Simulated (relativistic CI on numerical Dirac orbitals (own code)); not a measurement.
**A ladder of approximations for the levels of Al I**

Calculated with a relativistic CI code on KLI orbitals (one set per configuration, finite nucleus), adding one ingredient at a time: step 1, Dirac-Coulomb, each configuration alone; step 2, with Breit and QED terms; step 3, with configuration mixing; step 4, with scaled Slater integrals (0.85); step 5, with a P86 correlation estimate; step 6, tied to the ionisation limit. P86 is a density functional for the correlation energy, evaluated here for each configuration and added to its levels. Step 6 is semi-empirical: configurations made of the next ion and one excited electron move by -5216 cm⁻¹, so that their limit matches the tabulated ionisation energy, and those with a non-penetrating f or g electron also take the P86 value of the least penetrating other one.

CI space (outside the closed core [Ne]): 3s2 3p, 3s2 4s, 3s 3p2, 3s2 3d, 3s2 4p, 3s2 5s, 3s2 4d, 3s2 5p, 3s2 4f, 3s2 6s, 3s2 6p, 3s2 5f, 3s2 5g, 3s2 5d, 3p3, 3s 3p 3d.

Computed minus measured energy above the ground level, in cm⁻¹, for 9 of the 15 excited levels that pair in every step (one J of a term; a digit in brackets numbers repeated terms):

```
Configuration  Term    J  Measured  Step 1  Step 2  Step 3  Step 4  Step 5  Step 6
       3s2 3p   2P°  3/2       112       5      -1     -17     -13     -13     -13
       3s2 4s    2S  1/2     25348   -2328   -2328    2897    1549    4605    -606
       3s 3p2    4P  1/2     29020   -9225   -9242   -3990   -2712   -2277   -2277
       3s2 3d    2D  3/2     32435    -726    -730    1790    1066    3970    -207
       3s2 4p   2P°  1/2     32950   -3008   -3011    2132     805    4539    -669
       3s2 5s    2S  1/2     37689   -3498   -3501    1734     383    4932    -277
       3s2 5p   2P°  1/2     40272   -3658   -3662    1574     225    5030    -184
       3s2 4f   2F°  5/2     41319   -3906   -3909    1284     -56    6193      60
       3s2 6s    2S  1/2     42144   -3779   -3782    1458     106    5246      38
```

Mean absolute errors in cm⁻¹, over all paired levels and for the configurations:

```csv
"Configuration, levels",Step 1,Step 2,Step 3,Step 4,Step 5,Step 6
"all, 15",3991,3997,2109,966,4073,667
"3s2 3p, 1",5,1,17,13,13,13
"3s2 4s, 1",2328,2328,2897,1549,4605,606
"3s 3p2, 3",9220,9240,3988,2712,2278,2278
"3s2 3d, 2",727,731,1790,1065,3970,208
"3s2 4p, 2",3008,3011,2132,805,4539,669
"3s2 5s, 1",3498,3501,1734,383,4932,277
"3s2 5p, 2",3658,3662,1574,225,5029,184
"3s2 4f, 2",3906,3909,1284,56,6193,60
"3s2 6s, 1",3779,3782,1458,106,5246,38
```

Measured levels: NIST Handbook of Basic Atomic Spectroscopic Data (Sansonetti and Martin, J. Phys. Chem. Ref. Data 34, 1559 (2005)).

Question: What does each ingredient do to the ground and the excited configurations, and where is the model closest to experiment?

Answer: The Breit and QED terms change the top of the ground term (measured 112) from 117 to 111. Mixing lowers the ground level by 5252, with 3p3 as its largest admixture; relative to it the configurations that move most are 3s 3p2 by +5252, 3s2 6s by +5240, 3s2 5p by +5236. Configurations whose own partners of that kind are not in the list rise by much of that lowering, so a short list can trade one imbalance for another. The P86 estimate moves 3s2 4f by +6249, 3s2 6s by +5139, 3s2 5p by +4805, and takes the mean absolute error of the excited configurations from 1034 to 4363; it overshoots. Step 6 takes that error from 4363 to 714; the error more than halves for 3s2 4s, 3s2 3d, 3s2 4p, 3s2 5s, 3s2 5p, 3s2 6s; 3s2 4f gains from the shift and the changed P86 value together. The mean absolute error is lowest at step 6 (667 cm⁻¹), and the largest single drop is from step 5 to 6 (4073 to 667).
